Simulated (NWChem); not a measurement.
System meant: C2H8OSi3; SMILES [SiH3]C1=C[SiH2]O[SiH2]1

Here is an NWChem input.

```
start job
memory heap 200 mb stack 900 mb global 1100 mb
geometry units angstroms noautoz
  Si    -0.242329    -2.598300     0.000000
  C     -0.141295    -0.724197     0.000000
  C     -1.246695     0.062961     0.000000
  Si    -0.889330     1.915963     0.000000
  O      0.785329     1.856710     0.000000
  Si     1.439434     0.312619     0.000000
  H      0.444196    -3.156048    -1.206474
  H     -1.673701    -3.028122     0.000000
  H      0.444196    -3.156048     1.206474
  H     -2.255210    -0.376274     0.000000
  H     -1.406083     2.614915     1.212831
  H     -1.406083     2.614915    -1.212831
  H      2.278750     0.085687    -1.212709
  H      2.278750     0.085687     1.212709
end
basis spherical
  Si library def2-svp
  C library def2-svp
  O library def2-svp
  H library def2-svp
end
dft
  odft
  mult 2
  xc b3lyp
  iterations 150
  mulliken
end
task dft energy
```

End of the output:

```
 Summary of "ao basis" -> "" (spherical)
 ------------------------------------------------------------------------------
       Tag                 Description            Shells   Functions and Types
 ---------------- ------------------------------  ------  ---------------------
 Si                         def2-svp                 8       18   4s3p1d
 C                          def2-svp                 6       14   3s2p1d
 O                          def2-svp                 6       14   3s2p1d
 H                          def2-svp                 3        5   2s1p

                                 NWChem DFT Module
                                 -----------------

 Summary of "ao basis" -> "ao basis" (spherical)
 ------------------------------------------------------------------------------
       Tag                 Description            Shells   Functions and Types
 ---------------- ------------------------------  ------  ---------------------
 Si                         def2-svp                 8       18   4s3p1d
 C                          def2-svp                 6       14   3s2p1d
 O                          def2-svp                 6       14   3s2p1d
 H                          def2-svp                 3        5   2s1p

      Symmetry analysis of basis
      --------------------------

        a'         92
        a"         44

  number of electrons :                   70
  multiplicity        :                    2
 ------------------------------------------------------------------------
  no. of electrons and multiplicity not compatible                  70
 ------------------------------------------------------------------------
 ------------------------------------------------------------------------
  current input line :
    32: task dft energy
 ------------------------------------------------------------------------
 ------------------------------------------------------------------------
 There is an error in the input file
 ------------------------------------------------------------------------
 For more information see the NWChem manual at https://nwchemgit.github.io

0: no. of electrons and multiplicity not compatible:Received an Error in Communication
```

Problem. Can this run be used? If not, why, and what is the fix?

Solution. The input was rejected before any calculation. Cause: the multiplicity doesn't fit the number of electrons (an even count wants an odd multiplicity, and the reverse). This input runs:
```
start job
memory heap 200 mb stack 900 mb global 1100 mb
geometry units angstroms noautoz
  Si    -0.242329    -2.598300     0.000000
  C     -0.141295    -0.724197     0.000000
  C     -1.246695     0.062961     0.000000
  Si    -0.889330     1.915963     0.000000
  O      0.785329     1.856710     0.000000
  Si     1.439434     0.312619     0.000000
  H      0.444196    -3.156048    -1.206474
  H     -1.673701    -3.028122     0.000000
  H      0.444196    -3.156048     1.206474
  H     -2.255210    -0.376274     0.000000
  H     -1.406083     2.614915     1.212831
  H     -1.406083     2.614915    -1.212831
  H      2.278750     0.085687    -1.212709
  H      2.278750     0.085687     1.212709
end
basis spherical
  * library def2-svp
end
dft
  xc b3lyp
  iterations 150
  mulliken
end
task dft energy
```
It converges to -1024.45225 Ha (B3LYP/def2-SVP).
